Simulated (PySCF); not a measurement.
# `[SiH3]O[C@@]12C=CC[C@@H]1C2`, C6H10OSi

Geometry:
| atom | x (Å) | y (Å) | z (Å) |
| --- | --- | --- | --- |
| Si1 | 2.654 | 0.765 | 0.221 |
| O2 | 1.428 | 0.121 | 1.064 |
| C3 | 0.103 | -0.027 | 0.732 |
| C4 | -0.720 | 1.159 | 0.392 |
| C5 | -1.629 | 0.866 | -0.528 |
| C6 | -1.539 | -0.559 | -0.997 |
| C7 | -0.425 | -1.141 | -0.149 |
| C8 | -0.662 | -1.173 | 1.336 |
| H9 | 2.478 | 2.206 | 0.028 |
| H10 | 2.784 | 0.144 | -1.101 |
| H11 | 3.745 | 0.435 | 1.123 |
| H12 | -0.554 | 2.111 | 0.863 |
| H13 | -2.374 | 1.538 | -0.919 |
| H14 | -2.485 | -1.085 | -0.846 |
| H15 | -1.303 | -0.604 | -2.063 |
| H16 | 0.235 | -1.877 | -0.583 |
| H17 | -1.657 | -0.988 | 1.711 |
| H18 | -0.088 | -1.886 | 1.908 |

The calculation used PySCF 2.14.0, GIAO B3LYP/pcSseg-1 magnetisability, rotational g tensor and spin-rotation constants, non-relativistic, gas phase. Geometry: GFN2-xTB.

Q: Give the nuclear spin-rotation constants along the inertial axes (H = +C I·J) beside the isotropic shieldings.

A: Rotational constants 3.4333, 1.2296, 1.1112 GHz. A star marks the isotopologue with that one atom substituted, in its own axes.
| atom | isotope | Caa (kHz) | Cbb (kHz) | Ccc (kHz) | mean (kHz) | σ (ppm) |
| --- | --- | --- | --- | --- | --- | --- |
| H9 | 1H | -0.293 | 0.036 | -0.077 | -0.111 | 26.9 |
| H10 | 1H | -0.286 | -0.114 | 0.052 | -0.116 | 27.0 |
| H11 | 1H | -0.025 | -0.047 | -0.095 | -0.056 | 27.2 |
| H12 | 1H | -0.258 | -0.063 | 0.015 | -0.102 | 25.5 |
| H13 | 1H | -0.181 | 0.037 | -0.116 | -0.087 | 26.4 |
| H14 | 1H | 0.058 | -0.114 | -0.119 | -0.058 | 29.6 |
| H15 | 1H | -0.361 | -0.101 | 0.018 | -0.148 | 29.0 |
| H16 | 1H | -0.333 | -0.114 | -0.004 | -0.150 | 30.1 |
| H17 | 1H | -0.139 | -0.138 | -0.077 | -0.118 | 31.8 |
| H18 | 1H | -0.320 | 0.019 | -0.135 | -0.145 | 30.5 |
| Si1 | 29Si* | -1.872 | -0.757 | -0.677 | -1.102 | 382.0 |
| O2 | 17O* | -0.373 | -0.079 | -0.075 | -0.176 | 299.1 |
| C3 | 13C* | 0.657 | 0.331 | 0.272 | 0.420 | 107.0 |
| C4 | 13C* | 0.962 | 0.497 | 0.375 | 0.611 | 38.5 |
| C5 | 13C* | 0.798 | 0.528 | 0.358 | 0.561 | 45.9 |
| C6 | 13C* | 0.650 | 0.217 | 0.212 | 0.359 | 139.7 |
| C7 | 13C* | 0.402 | 0.186 | 0.241 | 0.277 | 155.7 |
| C8 | 13C* | 0.390 | 0.230 | 0.217 | 0.279 | 153.2 |

For the geometry as given, no vibrational averaging.

Q: How do the rotational constants and the g tensor change when H9, H10, H11, H12, H13, H14, H15, H16, H17, H18 are replaced by deuterium?

A: Constants 2.7677, 1.0662, 0.9651 GHz; g -0.0208, -0.0116, -0.0111, against -0.0258, -0.0133, -0.0128 before.
